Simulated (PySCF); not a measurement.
C9H10O, SMILES CO/C=C\c1ccccc1, GFN2-xTB optimised geometry.

```
20

C     -3.42    -1.46     0.05
O     -2.10    -0.97     0.03
C     -1.13    -1.92     0.01
C      0.18    -1.68     0.00
C      0.88    -0.41     0.00
C      0.22     0.82     0.00
C      0.94     2.01     0.00
C      2.32     1.99     0.00
C      2.99     0.78     0.00
C      2.28    -0.41     0.00
H     -4.07    -0.58     0.07
H     -3.64    -2.05    -0.84
H     -3.61    -2.07     0.94
H     -1.49    -2.95     0.01
H      0.82    -2.55    -0.01
H     -0.86     0.85     0.00
H      0.41     2.95     0.00
H      2.88     2.92     0.00
H      4.07     0.75     0.00
H      2.81    -1.35     0.00
```

Density from PBE0/def2-SVP (PySCF) at that geometry.

Minimum of the electron density along straight lines between bonded atoms, close to the bond critical point (lines longer than 1.1 times the sum of covalent radii, or with two minima, are not listed):

```tsv
bond	length / Å	ρ at the minimum / e bohr⁻³	∇²ρ there / e bohr⁻⁵	position (fraction from the first atom)
C1–O2	1.407	(withheld)	-0.33	0.34
O2–C3	1.358	0.285	-0.22	0.67
C3–C4	1.337	0.336	(withheld)	0.52
C4–C5	1.452	0.275	-0.67	0.50
C5–C6	1.396	0.306	-0.77	0.50
C6–C7	1.382	0.313	-0.81	0.50
C7–C8	1.385	0.312	-0.80	0.50
C8–C9	1.385	0.311	-0.80	0.50
C5–C10	1.398	0.306	-0.77	0.50
C9–C10	1.381	0.314	-0.81	0.50
C1–H11	1.089	0.285	-1.11	0.64
C1–H12	1.095	0.280	-1.05	0.63
C1–H13	1.095	0.280	-1.05	0.63
C3–H14	1.086	0.284	-1.09	0.64
C4–H15	1.081	0.281	-1.05	0.63
C6–H16	1.077	0.288	-1.13	0.64
C7–H17	1.081	0.283	-1.07	0.63
C8–H18	1.080	0.283	-1.07	0.63
C9–H19	1.081	0.283	-1.07	0.63
C10–H20	1.081	0.282	-1.06	0.63
```

Question: Complete the blanks.

Answer: 
- C1–O2, ρ at the minimum / e bohr⁻³: 0.256
- C3–C4, ∇²ρ there / e bohr⁻⁵: -0.89
